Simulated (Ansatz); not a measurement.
Input file for Ansatz (an electronic-structure program): R-CCSD(T)/cc-pVDZ on C2H8Ge (SMILES C[CH2][GeH3]), a point of a torsion scan. The run froze 16 orbitals, filled d shells among them.

Ansatz 0.2 input:
```yaml
crystal:
  periodic: [false, false, false]
  atoms:
    - {symbol: C, position_ang: [-1.33098806, 0.56543933, 0.14511462]}
    - {symbol: C, position_ang: [-0.39253995, -0.62469633, -0.02843735]}
    - {symbol: Ge, position_ang: [1.07855585, -0.25743218, -1.29262843]}
    - {symbol: H, position_ang: [-2.03237009, 0.62468433, -0.68476889]}
    - {symbol: H, position_ang: [-0.77537657, 1.49975838, 0.20167817]}
    - {symbol: H, position_ang: [-1.91623611, 0.46319558, 1.05860417]}
    - {symbol: H, position_ang: [-0.95479097, -1.50359080, -0.34576279]}
    - {symbol: H, position_ang: [0.06023146, -0.87556944, 0.93404057]}
    - {symbol: H, position_ang: [1.89603780, 0.90348912, -0.82287877]}
    - {symbol: H, position_ang: [0.58013713, 0.08973920, -2.65950836]}
    - {symbol: H, position_ang: [1.99735773, -1.42955407, -1.43644557]}
basis:
  gaussian:
    orbitals: cc-pVDZ
magnetization: {spin_polarized: false}
correlation: {method: ccsd_t, electrons: outside_noble_gas}
scf: {lower_state_search: off}
```

It printed:

```
WARN ansatz: RAYON_NUM_THREADS=1 ignored (pool sized by the plan → 1); use --threads N
Functional definition: HF
these checks for a lower state are left out or cut short: stability, starts, cluster_reference, orbital_swaps, neighbouring_geometries, increment
integrals: 0.11 GiB planned
931 factors; integrals over basis functions are off by at most 1.1e-3 eV
mean field: 0.22 GiB planned
mean field evaluation 1: about -58658.1805 eV, gradient 2.4e1 eV
mean field evaluation 2: about -58658.1868 eV, gradient 2.4e1 eV
mean field evaluation 4: about -58660.0318 eV, gradient 2.8e0 eV
mean field evaluation 8: about -58660.0591 eV, gradient 3.1e-4 eV
mean field -58660.05905853 eV, -2155.7174091849 hartree, gradient 1.6e-6 eV, S^2 0.000000; 0 other end points of the search recorded, 0 dependent functions left out
16 core orbitals not correlated
reference -58660.05905853 eV, -2155.7174091849 hartree; 10, 10 occupied and 69, 69 virtual orbitals, 931 factors
second order -10.83760520 eV of doubles, -0.00000000 eV of singles
coupled cluster: 0.26 GiB planned
cycle   1  -11.89482989 eV  change    -1.1e0 eV  update   7.3e-2
cycle   2  -12.28986634 eV  change   -4.0e-1 eV  update   2.3e-2
cycle   3  -12.31949210 eV  change   -3.0e-2 eV  update   5.8e-3
cycle   4  -12.31971305 eV  change   -2.2e-4 eV  update   1.8e-3
cycle   5  -12.31968786 eV  change    2.5e-5 eV  update   4.4e-4
cycle   6  -12.31961012 eV  change    7.8e-5 eV  update   1.3e-4
cycle   7  -12.31960301 eV  change    7.1e-6 eV  update   3.6e-5
cycle   8  -12.31960475 eV  change   -1.7e-6 eV  update   1.1e-5
perturbative correction -0.32079995 eV, -0.0117891808 hartree
Total energy: -58672.69946323 eV, -2156.1819354897 hartree
Checks for a lower state left out: stability, starts, cluster_reference, orbital_swaps, neighbouring_geometries, increment
```

Self-consistency was reached.

Cost: roughly 3 core-seconds.
